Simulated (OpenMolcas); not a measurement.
## Mo5+: moving or changing the point charges

Mo5+ among 4 point charges of -1.5 e arranged as a square (D4h), 2.2 Å from the ion.

```yaml
Program: OpenMolcas 26.06
Method: CASSCF
Basis: ANO-RCC-VDZP [6s5p3d1f]
Scalar_Hamiltonian: DKH2, point nucleus
Active_space: 1 electron in 5 orbitals (4d)
State_averaging: 2S+1 = 2 even, 5 roots
Spin-orbit_coupling: state interaction with AMFI integrals over the reference wave functions
```

Runs around this geometry, states (labels of D4, the rotations of D4h). Energies in cm-1 above the lowest state or level, χT in cm3 K/mol.

```csv
R (Å),q (e),Ground state,First state of that spin,First gap with spin-orbit (degeneracies),χT at 300 K
2.2,-1.2,2A1,2E 1252,"2498 (2, 2)",0.166
1.98,-1.5,2A1,2E 2126,"2913 (2, 2)",0.150
2.2,-1.5,2A1,2E 1725,"2738 (2, 2)",0.155
2.44,-1.5,2A1,2E 1387,"2570 (2, 2)",0.164
```

Taking the first state of the same spin as R^-n, n = -ln(1387 / 2126) / ln(2.44 / 1.98) = 2.0 between the shortest and longest distance.

Scaling the charges by -1.2 / -1.5 = 0.80 scales the first state of the same spin by 1252 / 1725 = 0.73; with fixed orbitals a first-order splitting would follow the charge.

Spin-orbit coupling mixes the spin-free states strongly: the lowest level takes only 64 % from its leading state, 2A1 (figures for R = 2.2, q = -1.2; the like holds for R = 2.44, q = -1.5). Point charges carry no covalency, so the field is a model and not that of real ligands. No measured value stands beside these numbers.
